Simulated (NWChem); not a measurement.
**Converging the integration grid for CuCl (SMILES [Cl][Cu])**

The species is CuCl (2 atoms), meant as a singlet with charge 0. SMILES: `[Cl][Cu]`. Geometry: relaxed at PBE0-D4/def2-TZVP.

```xyz
2

Cl    0.8983   -0.3452    0.4464
Cu   -0.8688    0.2850   -0.4424
```

Program: NWChem 7.3.0. Method: M06-2X/def2-TZVP. Swept: integration grid. Watched: the electronic atomisation energy. Each run: energy. Hardware: 1 thread of Intel Xeon Platinum 8259CL at 2.50GHz (Skylake/Cascade Lake), shared host.

Deviations are taken from the sweep's last point, which isn't the limit.

```csv
integration grid,value (eV),from the best (eV),wall time
lebedev 20 3,-35.4836,-39.0608,57 s
lebedev 35 6,3.6122,+0.0351,36 s
lebedev 50 8,3.5859,+0.0088,32 s
lebedev 75 11,3.5771,-0.0001,34 s
lebedev 99 14,3.5771,0.0000,37 s
lebedev 150 18,3.5771,0.0000,54 s
```

Problem. Which is the coarsest setting good to 0.001 eV?

Solution. lebedev 75 11: it is 0.0001 eV off and takes 34 s, against 54 s for lebedev 150 18.

Problem. Which is the coarsest setting good to 0.1 eV?

Solution. lebedev 35 6: it is 0.0351 eV off and takes 36 s, against 54 s for lebedev 150 18.
